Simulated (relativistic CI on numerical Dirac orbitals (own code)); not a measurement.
# Re7+: q coefficients and field-shift factors

Calculated at this level of theory: Dirac-Coulomb-Breit CI, separate exchange-only KLI orbitals for each configuration, derivatives by finite differences, unscaled Slater integrals, QED left out (own radial code, finite nucleus).

Configurations in the expansion (outside the closed core [Kr] 4d10): 4f¹⁴5s²5p⁶, 4f¹⁴5s²5p⁵5d, 4f¹³5s²5p⁶5d, 4f¹⁴5s5p⁶5d, 4f¹⁴5s²5p⁵5f, 4f¹⁴5s²5p⁵6s, 4f¹³5s²5p⁶6s. Double excitations out of closed p, d and f shells are left out; levels of such configurations are missing from the list, as are those of other unlisted configurations, and high levels can miss mixing partners.

With x = (α/α₀)² − 1 an excitation energy changes as ω = ω₀ + qx; K = 2q/ω₀ is the relative enhancement. Terms are leading LS components, so labels can repeat. The field-shift factor is F = δν/δ⟨r²⟩ for the transition from the lowest level.

Lowest level 4f¹⁴5s²5p⁶ ¹S0.

| Level | ω₀ (cm⁻¹) | q (cm⁻¹) | K | F (GHz/fm²) |
| --- | --- | --- | --- | --- |
| 4f¹⁴5s²5p⁵5d ³P°0 | 336840 | 7079 | 0.042 | 9.25 |
| 4f¹⁴5s²5p⁵5d ³P°1 | 344248 | 9918 | 0.0576 | 9.46 |
| 4f¹⁴5s²5p⁵5d ³F°3 | 357327 | 7768 | 0.0435 | 9.35 |
| 4f¹⁴5s²5p⁵5d ³P°2 | 357375 | 10240 | 0.0573 | 10.4 |
| 4f¹⁴5s²5p⁵5d ³F°4 | 359663 | 16350 | 0.0909 | 10.6 |
| 4f¹⁴5s²5p⁵5d ¹D°2 | 367561 | 13990 | 0.0761 | 10.1 |
| 4f¹⁴5s²5p⁵5d ³D°3 | 381087 | 15920 | 0.0835 | 10.7 |
| 4f¹³5s²5p⁶5d ³P°2 | 386201 | -81680 | -0.423 | 33.5 |
| 4f¹³5s²5p⁶5d ³H°5 | 391918 | -88020 | -0.449 | 34.7 |
| 4f¹³5s²5p⁶5d ³D°3 | 397743 | -84290 | -0.424 | 34 |
| 4f¹³5s²5p⁶5d ¹P°1 | 398062 | -36780 | -0.185 | 25.3 |
| 4f¹³5s²5p⁶5d ³G°4 | 400001 | -86170 | -0.431 | 34.6 |
| 4f¹³5s²5p⁶5d ³H°6 | 402118 | -76700 | -0.381 | 35.6 |
| 4f¹³5s²5p⁶5d ³P°1 | 404409 | -48800 | -0.241 | 29.7 |
| 4f¹³5s²5p⁶5d ¹D°2 | 405543 | -76250 | -0.376 | 35.2 |
| 4f¹³5s²5p⁶5d ³H°4 | 409382 | -72370 | -0.354 | 35.5 |
| 4f¹³5s²5p⁶5d ³D°3 | 410956 | -75580 | -0.368 | 35.5 |
| 4f¹³5s²5p⁶5d ³G°5 | 412546 | -76270 | -0.37 | 35.8 |
| 4f¹³5s²5p⁶5d ¹G°4 | 412994 | -74120 | -0.359 | 35.6 |
| 4f¹³5s²5p⁶5d ³F°2 | 414093 | -66690 | -0.322 | 34.8 |
| 4f¹³5s²5p⁶5d ³P°0 | 414115 | -58210 | -0.281 | 36.4 |
| 4f¹³5s²5p⁶5d ³G°3 | 421336 | -70440 | -0.334 | 35.8 |
| 4f¹³5s²5p⁶5d ³D°1 | 422287 | -58970 | -0.279 | 36.2 |

At this charge configurations can still be misplaced by up to about 7 % of their energy. Levels and lines within the n = 5 or 6 shells can be off by up to 10 % or somewhat more, and those that change n by about 2 %, since core polarisation is missing. Levels that differ in their count of f electrons can be misplaced by several ten thousand cm⁻¹, since the correlation energy of f electrons is missing or only estimated; rates across such gaps can be off by orders of magnitude.
